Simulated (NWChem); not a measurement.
# One site exchanged: Br, F, H, Cl

Each species was optimised at PBE0/def2-SVP with NWChem, gas phase unless a solvent is named. Pople sets run with spherical d functions. This build's default masses of Se (78.918 u) and Br (79.917 u) are each other's, which moves their modes by up to 0.6 %. Shieldings are non-relativistic GIAO values without spin-orbit effects.

A: F[SiH](Br)C (CH4BrFSi)
B: C[SiH](F)F (CH4F2Si)
C: C[SiH2]F (CH₅FSi)
D: F[SiH](Cl)C (CH4ClFSi)

| quantity | A (Br) | B (F) | C (H) | D (Cl) |
|---|---|---|---|---|
| Pauling electronegativity of the site (pymatgen's table) | 2.96 | 3.98 | 2.20 | 3.16 |
| electrons in the molecule | 68 | 42 | 34 | 50 |
| dipole (D), PBE0/def2-SVP | 2.23 | 2.27 | 1.83 | 2.22 |
| orbital gap (eV), PBE0/def2-SVP | 9.21 | 10.91 | 10.20 | 10.00 |
| highest harmonic frequency (cm⁻¹), PBE0/def2-SVP | 3179 | 3175 | 3173 | 3178 |
| static polarisability, PBE/def2-SVPD (bohr³) | 62.1 | 39.6 | 41.9 | 53.9 |
| lowest singlet excitation, PBE/def2-SVPD, TDA (eV) | 6.76 | 8.07 | 7.54 | 7.38 |
| SMD solvation free energy in water, PBE0/def2-SVP (kcal/mol) | -0.6 | -0.2 | 0.8 | 0.0 |
| SMD solvation free energy in n-hexane, PBE0/def2-SVP (kcal/mol) | -3.3 | -1.7 | -1.4 | -2.5 |
| 29Si shift against tetramethylsilane, B3LYP/6-31G* (ppm) | 40.5 | 7.1 | 20.8 | 29.7 |
| 29Si shift against tetramethylsilane, KT2/pcSseg-1 (ppm) | 33.0 | 6.2 | 12.7 | 24.5 |

“Dipole (D), PBE0/def2-SVP” runs from 1.83 in C (H) to 2.27 in B (F). “Orbital gap (eV), PBE0/def2-SVP” runs from 9.21 in A (Br) to 10.91 in B (F), in no step with either the site's electronegativity or the electron count. “Static polarisability, PBE/def2-SVPD (bohr³)” runs from 39.6 in B (F) to 62.1 in A (Br), in no step with either the site's electronegativity or the electron count. “Lowest singlet excitation, PBE/def2-SVPD, TDA (eV)” runs from 6.76 in A (Br) to 8.07 in B (F), in no step with either the site's electronegativity or the electron count. “SMD solvation free energy in water, PBE0/def2-SVP (kcal/mol)” runs from -0.6 in A (Br) to 0.8 in C (H). “SMD solvation free energy in n-hexane, PBE0/def2-SVP (kcal/mol)” runs from -3.3 in A (Br) to -1.4 in C (H), falling in step with the number of electrons. “29Si shift against tetramethylsilane, B3LYP/6-31G* (ppm)” runs from 7.1 in B (F) to 40.5 in A (Br), in no step with either the site's electronegativity or the electron count. “29Si shift against tetramethylsilane, KT2/pcSseg-1 (ppm)” runs from 6.2 in B (F) to 33.0 in A (Br), in no step with either the site's electronegativity or the electron count. The order by orbital gap (eV) is the same as the order by lowest singlet excitation.

These are trends among computed rows of three or four species; they are not measurements.
